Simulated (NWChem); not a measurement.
CH6SSi; SMILES CS[SiH3]

Program: NWChem. All runs use the structure optimised with PBE0/def2-SVP. Core excitations by TDA in a window of 1s orbitals, non-relativistic and unshifted: absolute energies depend strongly on the exact-exchange share.

Question: What does the run give for C K edge, PBE0/def2-TZVP? Quantities: first 1s excitation (eV); dipole oscillator strength of the first.

Answer: 
```yaml
first 1s excitation (eV): 277.5
dipole_oscillator_strength_of_the_first: 0.0232
```
